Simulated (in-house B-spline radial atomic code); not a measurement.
**PBE0 excitations of S⁴⁺**

Method: PBE0. Computed with an all-electron radial atomic-structure program (B-spline basis): linear response of the closed shell [Ne] 3s2 with the functional's adiabatic kernel; scalar-relativistic (spin-free one-electron X2C), finite nucleus, no spin-orbit coupling, no double excitations, S, P, D and F terms only.

Command:
```bash
python run_td.py task.json out
```
Settings (radii: box in bohr, nucleus in fm):
```
Z                        16
electrons                12
configuration            [Ne] 3s2
hamiltonian              x2c
method                   pbe0
box_radius               19.1
rms_radius               3.2611
intervals                72
```

Cost of the run: 0.4 s on 1 thread of Intel(R) Xeon(R) Platinum 8488C (Sapphire Rapids) (shared host).

The lowest states, in the order of their Tamm-Dancoff energies; the method's threshold (minus the highest occupied level) is 67.45 eV. Labels give the largest channel, * marks a mixed state, and oscillator strengths are full-response dipole values. Semilocal kernels can invert the small singlet-triplet splittings of Rydberg terms. Energies in eV:

| state | full response | Tamm-Dancoff | oscillator strength |
| --- | --- | --- | --- |
| 3s → 3p 3P | 9.536 | 9.907 | - |
| 3s → 3p 1P | 15.689 | 16.246 | 1.36 |
| 3s → 3d 3D | 27.314 | 27.419 | - |
| 3s → 3d 1D | 29.865 | 29.876 | - |
| 3s → 4s 3S | 38.07 | 38.07 | - |
| 3s → 4s 1S | 39.19 | 39.21 | - |
| 3s → 4p 3P | 42.29 | 42.30 | - |
| 3s → 4p 1P | 42.74 | 42.77 | 0.103 |
| 3s → 4d 3D | 47.94 | 47.95 | - |
| 3s → 4d 1D | ? | ? | - |
| 3s → 4f 3F | 49.56 | 49.58 | - |
| 3s → 4f 1F | 49.78 | 49.78 | - |
| 3s → 5s 3S | 51.64 | 51.64 | - |
| 3s → 5s 1S | 51.95 | 51.95 | - |
| 3s → 5p 3P | ? | ? | - |
| 3s → 5p 1P | 53.51 | 53.52 | 0.0414 |

**Question.** Where does 3s → 5p 3P lie?

**Answer.** At 53.40 eV in full response, 53.40 eV in Tamm-Dancoff.

**Question.** Where does 3s → 4d 1D lie?

**Answer.** At 48.25 eV in full response, 48.25 eV in Tamm-Dancoff.

**Question.** How large is the singlet-triplet splitting of 3s → 3p (P terms) in Tamm-Dancoff?

**Answer.** 6.34 eV, from the unrounded values.

**Question.** What polarisabilities and dispersion coefficient does the method give?

**Answer.** Dipole 4.266 bohr³, quadrupole 6.172 bohr⁵, C6 8.35 hartree·bohr⁶ for two such species.
